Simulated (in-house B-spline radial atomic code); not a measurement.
Values are calculated unless marked as measured or tabulated.
**Cl ion on In atom: potential, deflection and energy transfer**

The pair potential comes from two frozen, spherical free-atom densities (PBE, B-spline radial code, scalar-relativistic past argon): electrostatics plus the change in Thomas-Fermi kinetic and Dirac exchange energy where they overlap, the recipe behind the universal ZBL potential, which averages such potentials (from solid-state densities) over many pairs. It is written V = (Z1 Z2 e²/r) φ(r/a), with e² = 14.3996 eV·Å and a = 0.46850 Å/(Z1^0.23 + Z2^0.23); ZBL's fit is φ = 0.18175 e^(−3.1998x) + 0.50986 e^(−0.94229x) + 0.28022 e^(−0.4029x) + 0.02817 e^(−0.20162x). Where φ falls below 4e-4 it is continued as an exponential.

Masses 35.45 and 114.82 u.

```
x = r/a  φ, this pair    φ, ZBL
    0.1        0.8883    0.8928
    0.5        0.6155    0.6096
    1.5        0.3054    0.2995
      3        0.1354    0.1292
      5       0.05622   0.05224
      8       0.01819   0.01705
     12      0.005355   0.00474
     17      0.001275  0.001212
```

Problem. At x = 4 the electrostatic, kinetic and exchange parts are 673.51, 1842.03 and -138.43 eV. Find r, V and φ.

Solution. a = 0.46850/(1.9187 + 2.4476) = 0.10730 Å, so r = 0.42920 Å. V = 673.51 + 1842.03 + (-138.43) = 2377.11 eV. The bare repulsion is 17 × 49 × 14.3996/0.42920 = 27947 eV, so φ = 0.0851, +6.0 % against ZBL's 0.0803. The kinetic (Pauli) term is 77 % of V here.

Problem. The ion comes in at 146.3 keV with impact parameter 0.0536 Å. The scattering integral gives a centre-of-mass angle of 63.47° and a closest approach of 0.8001 a. What are the reduced energy, the energy passed on and the laboratory angles?

Solution. ε = E a M2/(Z1 Z2 e² (M1 + M2)) = 146300 × 6.8351e-06 = 1. The most that one collision can pass on is γE with γ = 4 M1 M2/(M1 + M2)² = 0.7210. Here T = γE sin²(θ/2) = 0.7210 × 146300 × 0.2767 = 29190 eV. The ion turns by arctan(sin θ/(cos θ + M1/M2)) = 49.8°, and the struck atom leaves at (180° − θ)/2 = 58.3°. The closest approach is 0.086 Å. With ZBL the angle would be 63.04° and T = 28830 eV.
